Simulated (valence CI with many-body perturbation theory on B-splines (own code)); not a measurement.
**Mg⁷⁺: electric-dipole lines**

Calculated by configuration interaction combined with many-body perturbation theory (CI+MBPT): three valence electrons over a frozen Dirac-Fock core [He], radial functions for each j: 11 s, 11 p, 9 d, 7 f, 5 g, 2 h, 1 i, with the one-electron correlation potential Σ1, the two-electron term Σ2, the three-electron term Σ3, Breit, model QED; selected CI, second order for the rest, scaled by the run's own slope (own B-spline code, finite nucleus).

No measured levels were compared; by estimate levels hold to about 100 cm⁻¹ or 0.05 % of their energy and the worst to 300 or 400 cm⁻¹, as in measured light ions of charge 2 to 7.

Lines 51 to 100 of 259 in falling wavelength, among levels below 1612500 cm⁻¹, chosen from the strongest by gf and those to the six lowest levels. Wavelengths and rates use the calculated energies, so an error of 200 cm⁻¹ moves a line at 144.0 nm by 0.29 % and its rate by three times that or more. Electric multipoles are in the length gauge, E1 and E2 with the static RPA response of the core. Weak lines are less certain than strong ones. Lines between different terms over intervals too small for the method are left out, as are lines whose strength nearly cancels. The highest levels of a list are the least certain.

Letters in brackets count levels of one name in rising energy.

| λ vac (nm) | Upper | Lower | A (s⁻¹) | log gf | Branch % |
| --- | --- | --- | --- | --- | --- |
| 144.0 | 2s2p3p ⁴S_3/2 | 2s2p3s ⁴P°_5/2 | 1.56e+08 | -0.71 | 13.3 |
| 143.7 | 2s2p3d ⁴P°_5/2 | 2s2p3p ⁴D_7/2 | 4.05e+07 | -1.12 | 0.0 |
| 142.9 | 2s2p3d ²D°_3/2 [a] | 2s2p3p ²P_1/2 [a] | 1.84e+08 | -0.65 | 0.1 |
| 140.0 | 2s2p3p ⁴S_3/2 | 2s2p3s ⁴P°_3/2 | 1.63e+08 | -0.72 | 13.9 |
| 137.8 | 2s2p3p ⁴S_3/2 | 2s2p3s ⁴P°_1/2 | 9.93e+07 | -0.95 | 8.4 |
| 137.4 | 2s2p3p ²S_1/2 [b] | 2s2p3s ²P°_3/2 [b] | 2.35e+08 | -0.88 | 0.4 |
| 137.3 | 2s2p3p ²S_1/2 [b] | 2s2p3s ²P°_1/2 [b] | 1.43e+08 | -1.09 | 0.2 |
| 129.2 | 2s2p3p ²S_1/2 [a] | 2s2p3s ²P°_3/2 [a] | 4.09e+08 | -0.69 | 0.2 |
| 126.7 | 2s2p3p ⁴P_3/2 | 2s2p3s ⁴P°_5/2 | 3.50e+08 | -0.47 | 32.8 |
| 125.6 | 2s2p3p ²S_1/2 [a] | 2s2p3s ²P°_1/2 [a] | 2.04e+08 | -1.02 | 0.1 |
| 125.1 | 2s2p3p ⁴P_5/2 | 2s2p3s ⁴P°_5/2 | 4.80e+08 | -0.17 | 26.7 |
| 124.9 | 2s2p3p ⁴P_1/2 | 2s2p3s ⁴P°_3/2 | 5.61e+08 | -0.58 | 54.0 |
| 122.0 | 2s2p3p ⁴P_5/2 | 2s2p3s ⁴P°_3/2 | 1.94e+08 | -0.59 | 10.8 |
| 121.9 | 2s2p3p ⁴P_3/2 | 2s2p3s ⁴P°_1/2 | 2.45e+08 | -0.66 | 23.0 |
| 96.33 | 2s2p3d ²P°_3/2 | 2s2p3p ²P_3/2 [a] | 3.83e+08 | -0.67 | 0.1 |
| 94.32 | 2s2p3d ²P°_1/2 | 2s2p3p ²P_1/2 [a] | 2.81e+08 | -1.12 | 0.1 |
| 79.03 | 2s2p² ⁴P_1/2 | 2s²2p ²P°_3/2 | 6.25e+04 | -4.93 | 45.5 |
| 78.32 | 2s2p² ⁴P_3/2 | 2s²2p ²P°_3/2 | 1.62e+04 | -5.23 | 89.2 |
| 77.31 | 2s2p² ⁴P_5/2 | 2s²2p ²P°_3/2 | 6.04e+04 | -4.49 | 100.0 |
| 77.02 | 2s2p² ⁴P_1/2 | 2s²2p ²P°_1/2 | 7.49e+04 | -4.88 | 54.5 |
| 69.03 | 2p³ ²D°_5/2 | 2s2p² ²P_3/2 | 7.56e+08 | -0.49 | 18.2 |
| 68.05 | 2p³ ²D°_3/2 | 2s2p² ²P_1/2 | 6.85e+08 | -0.72 | 16.6 |
| 60.47 | 2s2p3p ²D_5/2 [b] | 2s2p3s ²P°_3/2 [a] | 3.93e+08 | -0.89 | 1.7 |
| 60.03 | 2s2p3p ²D_5/2 [a] | 2s²3p ²P°_3/2 | 3.55e+08 | -0.94 | 0.2 |
| 49.05 | 2p³ ²P°_1/2 | 2s2p² ²P_3/2 | 1.04e+09 | -1.12 | 10.4 |
| 49.00 | 2p³ ²P°_3/2 | 2s2p² ²P_3/2 | 2.83e+09 | -0.39 | 28.4 |
| 48.57 | 2p³ ²P°_1/2 | 2s2p² ²P_1/2 | 2.46e+09 | -0.76 | 24.5 |
| 44.15 | 2p³ ²P°_3/2 | 2s2p² ²S_1/2 | 1.15e+09 | -0.87 | 11.6 |
| 43.67 | 2s2p² ²D_5/2 | 2s²2p ²P°_3/2 | 1.58e+09 | -0.57 | 100.0 |
| 43.66 | 2s2p² ²D_3/2 | 2s²2p ²P°_3/2 | 2.31e+08 | -1.58 | 14.1 |
| 43.04 | 2s2p² ²D_3/2 | 2s²2p ²P°_1/2 | 1.42e+09 | -0.80 | 86.0 |
| 42.84 | 2p³ ²D°_5/2 | 2s2p² ²D_5/2 | 3.14e+09 | -0.29 | 75.6 |
| 42.83 | 2p³ ²D°_3/2 | 2s2p² ²D_3/2 | 2.91e+09 | -0.49 | 70.4 |
| 42.82 | 2p³ ²D°_3/2 | 2s2p² ²D_5/2 | 4.16e+08 | -1.34 | 10.1 |
| 42.08 | 2p²3s ⁴P_3/2 | 2s2p3s ⁴P°_5/2 | 2.01e+09 | -0.67 | 3.8 |
| 41.94 | 2p²3s ⁴P_1/2 | 2s2p3s ⁴P°_3/2 | 3.77e+09 | -0.70 | 7.2 |
| 41.77 | 2p²3s ⁴P_5/2 | 2s2p3s ⁴P°_5/2 | 3.20e+09 | -0.30 | 6.0 |
| 41.54 | 2p²3s ⁴P_3/2 | 2s2p3s ⁴P°_1/2 | 1.94e+09 | -0.70 | 3.7 |
| 41.42 | 2p²3s ⁴P_5/2 | 2s2p3s ⁴P°_3/2 | 1.41e+09 | -0.66 | 2.7 |
| 38.23 | 2s2p3d ²F°_7/2 [b] | 2s²3d ²D_5/2 | 8.13e+08 | -0.85 | 0.3 |
| 38.19 | 2s2p3d ²F°_5/2 [b] | 2s²3d ²D_3/2 | 7.60e+08 | -1.00 | 0.2 |
| 36.75 | 2s2p3d ²D°_3/2 [b] | 2s²3d ²D_3/2 | 5.10e+09 | -0.38 | 1.0 |
| 36.74 | 2s2p3d ²D°_5/2 [b] | 2s²3d ²D_5/2 | 5.30e+09 | -0.19 | 1.0 |
| 36.64 | 2s2p3p ²D_5/2 [b] | 2s²3p ²P°_3/2 | 4.03e+09 | -0.31 | 17.1 |
| 36.56 | 2s2p3p ²D_3/2 [b] | 2s²3p ²P°_1/2 | 3.90e+09 | -0.51 | 16.0 |
| 36.44 | 2s2p3p ²P_3/2 [b] | 2s²3p ²P°_3/2 | 5.46e+09 | -0.36 | 6.7 |
| 36.41 | 2s2p3p ²P_1/2 [b] | 2s²3p ²P°_1/2 | 4.29e+09 | -0.77 | 5.2 |
| 36.17 | 2s2p3s ²P°_1/2 [b] | 2s²3s ²S_1/2 | 5.70e+09 | -0.65 | 4.1 |
| 36.16 | 2s2p3s ²P°_3/2 [b] | 2s²3s ²S_1/2 | 5.62e+09 | -0.36 | 4.0 |
| 35.59 | 2p³ ⁴S°_3/2 | 2s2p² ⁴P_5/2 | 6.13e+09 | -0.33 | 49.4 |

(1) How does gf follow from A for the line at 38.23 nm?

Results:

(1) gf = 1.4992 × (2J+1)_upper × A / σ², with σ = 261600 cm⁻¹ and 2J+1 = 8: gf = 0.143.
